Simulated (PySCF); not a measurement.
Exercise with solution: oscillator strength and radiative lifetime

Al(Cl)(F)(SiH3) (AlClFH3Si), SMILES [F][Al]([SiH3])[Cl].

Geometry: PBE-D3(BJ)/def2-SVP.

PySCF 2.14.0 with TDDFT-LC-ωPBE/def2-SVPD puts the first singlet state with f over 0.02 at 6.05 eV (vertical), with the transition dipole (0.192, 0.481, 0.292) in atomic units.

Problem. Find the oscillator strength, the wavelength and the radiative lifetime that this transition would have in vacuum if emission retraced absorption.

Solution. 
|μ|² = 0.3535 au, so |μ| = 1.51 D. ΔE = 6.05/27.211 = 0.2223 hartree. f = (2/3) ΔE |μ|² = 0.052 (the program prints 0.053).
λ = 1239.84/6.05 = 205 nm; ν = 48797 cm⁻¹.
Einstein's coefficient A = 0.6670 ν² f s⁻¹ (ν in cm⁻¹) = 8.3e7 s⁻¹, so τ = 1/A = 12 ns. This state is S1. The figure is the radiative limit of this one transition; relaxation, internal conversion, crossing to triplets and a medium change what is measured.
